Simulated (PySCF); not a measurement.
Spinor energies of Pr³⁹⁺ (praseodymium, charge +39)

Start: [Ar] 3d2; 3d3/2 filled at m_j = +1/2, +3/2. Calculated with PySCF 2.14 in an even-tempered Gaussian basis (16 s from 8.1 bohr⁻², ratio 2.8; 12 p from 11 bohr⁻², ratio 2.8; 8 d from 11 bohr⁻², ratio 2.8; 3 f from 33 bohr⁻², ratio 3): generalised Hartree-Fock with the X2C-1e Hamiltonian and a Gaussian nucleus; one run each with spin-orbit coupling (SO) switched off, then screened by Boettger's factors.

```csv
spinor shell,electrons,"ε, spin-free (eV)","ε, screened SO (eV)",weight of nominal j (screened SO),"rms radius, screened SO (bohr)"
1s1/2,2,-44341.1,-44333.6,1.000,0.0275
2s1/2,2,-8981.3,-8978.3,1.000,0.110
2p1/2,2,-8260.6,-8607.5,1.000,0.0948
2p3/2,4,-8260.6,-8105.8,1.000,0.100
3s1/2,2,-3308.9,-3308.0,1.000,0.273
3p1/2,2,-3072.4,-3161.4,0.998,0.263
3p3/2,4,-3072.4,-3032.2,0.999,0.274
3d3/2,2,-2829.4,-2841.7,0.993,0.236
```

| quantity | spin-free | screened SO |
| --- | --- | --- |
| E (hartree) | -8018.56219 | -8023.82536 |
| M_J | 2 | 2 |
| ⟨J²⟩ | 8.001 | 6.043 |
| ⟨L²⟩ | 12.000 | 10.367 |
| ⟨S²⟩ | 2.000 | 1.555 |

Each row is a mean over spinors that exchange with the open shell spreads, by up to 24.818 eV (3p1/2).

Breit and QED terms are absent; they matter most for the inner s and p1/2 levels.

Densities and radii are taken from the X2C orbitals without a picture-change correction, which distorts them close to the nucleus.

Without spin-orbit coupling the j labels of p, d and f shells carry no meaning; the spin-free column gives the mean over the occupied spinors of each nl shell, and its ⟨J²⟩ belongs to a mixture of degenerate components.
